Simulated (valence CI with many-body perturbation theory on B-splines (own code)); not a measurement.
The numbers below are computed, except where a source is named.
Ladder of approximations for Gd LVIII

Method: configuration interaction combined with many-body perturbation theory (CI+MBPT): five valence electrons over a frozen Dirac-Fock core [He], a basis of 9 s, 9 p, 8 d, 6 f, 3 g, 1 h functions for each j, with the one-electron correlation potential Σ1, the two-electron term Σ2, the three-electron term Σ3, Breit, model QED; selected CI, second order for the rest (own B-spline code, finite nucleus).

No measured spectrum was set against this ion. As an estimate, large intervals hold to a few tenths of a per cent, small ones and those within an open d or f shell to about a per cent. Among the levels kept, up to 1200 cm⁻¹ of a level comes from second order outside the variational space, and about a tenth of that is noise between levels of different J, which matters for small intervals.

Each rung adds one term. CI alone is the Dirac-Coulomb CI over the frozen core; QED comes last and gives the full result, which names the levels. Energies are above (2s^2 2p1/2^2 2p3/2) J=3/2 on the same rung, in eV.

Levels are named by their leading jj configuration (3d3/2^4 stands for four electrons in 3d with j = 3/2), which in mixed levels can hold well under half, so a name can repeat and another be missing. Letters in brackets count levels of one name in rising energy.

```csv
Level,CI alone,Σ1,Σ2,Σ3,Breit,QED,Full
(2s^2 2p1/2 2p3/2^2) J=3/2,716.0,+0.15,-0.04,0.00,-10.11,+1.18,707.2
(2s^2 2p1/2 2p3/2^2) J=5/2,744.5,+0.15,0.00,-0.04,-16.49,+1.18,729.3
(2s^2 2p1/2 2p3/2^2) J=1/2,777.7,+0.15,+0.10,-0.07,-8.51,+1.16,770.5
(2s 2p1/2^2 2p3/2^2) J=5/2,998.8,-0.14,-0.28,-0.09,-3.92,-9.56,984.8
(2s 2p1/2^2 2p3/2^2) J=1/2,1079.4,-0.14,-0.24,-0.17,+2.43,-9.59,1071.6
(2s 2p1/2^2 2p3/2^2) J=3/2,1085.3,-0.14,-0.46,-0.22,-1.78,-9.61,1073.1
(2s^2 2p3/2^3) J=3/2,1497.6,+0.29,+0.06,-0.07,-20.84,+2.22,1479.3
(2s 2p1/2 2p3/2^3) J=3/2 [a],1734.5,0.00,-0.21,-0.11,-10.58,-8.42,1715.2
(2s 2p1/2 2p3/2^3) J=5/2,1778.5,0.00,-0.26,-0.15,-16.93,-8.43,1752.7
(2s 2p1/2 2p3/2^3) J=1/2,1822.2,0.00,-0.40,-0.23,-10.38,-8.46,1802.7
(2s 2p1/2 2p3/2^3) J=3/2 [b],1835.7,0.00,-0.40,-0.24,-14.04,-8.47,1812.6
(2p1/2^2 2p3/2^3) J=3/2,2141.3,-0.28,-0.75,-0.33,-1.81,-19.06,2119.1
(2s 2p3/2^4) J=1/2,2554.6,+0.15,-0.21,-0.21,-20.19,-7.29,2526.9
(2p1/2 2p3/2^4) J=1/2,2883.0,-0.14,-0.62,-0.33,-12.29,-18.05,2851.6
(2s^2 2p1/2^2 3s) J=1/2,6544.2,+0.27,+0.11,-0.16,-6.01,+1.98,6540.4
(2s^2 2p1/2^2 3p1/2) J=1/2,6628.3,+0.21,+0.11,-0.16,-2.85,-1.12,6624.5
(2s^2 2p1/2^2 3p3/2) J=3/2,6855.0,+0.24,+0.03,-0.16,-6.40,-0.78,6847.9
(2s^2 2p1/2^2 3d3/2) J=3/2,6932.7,+0.28,+0.11,-0.15,-6.82,-1.15,6925.0
(2s^2 2p1/2^2 3d5/2) J=5/2,7001.9,+0.28,+0.09,-0.15,-8.89,-1.01,6992.2
```

The middle columns are the shifts that each term adds.

**Question.** How does the ionisation energy move along the ladder, and which term matters most?

**Answer.** CI alone 12158, + Σ1 12158, + Σ2 12158, + Σ3 12158, + Breit 12149, + QED 12148 eV. The largest step is Breit, -9 eV. NIST lists 12147 ± 6 eV (theoretical).
